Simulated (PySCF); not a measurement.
Computed with PySCF, PBE0, basis Tl def2-TZVP with ECP60, O def2-TZVP, H def2-TZVP (scalar-relativistic core potentials, no spin–orbit coupling, density fitting). Open shells, if any, are unrestricted.

Task: What shape and geometry does isolated singlet HTlO take (every ligand bound to Tl)?

Result: Counting electrons, thallium keeps none of its valence electrons outside its bonds, so the VSEPR class is AX2 and the expected shape is linear; with unlike ligands the computed point group is C∞v. The lowest minimum found is a singlet of C∞v symmetry with Tl–H 1.649 Å, Tl–O 1.851 Å; H–Tl–O 180.0°. Its harmonic wavenumbers are 587 (π), 803 (σ+), 2039 (σ+) cm⁻¹ and its dipole moment is 4.76 D.

Other isomers or separated fragments may lie lower. No spin–orbit coupling is included, which matters more the heavier the element.
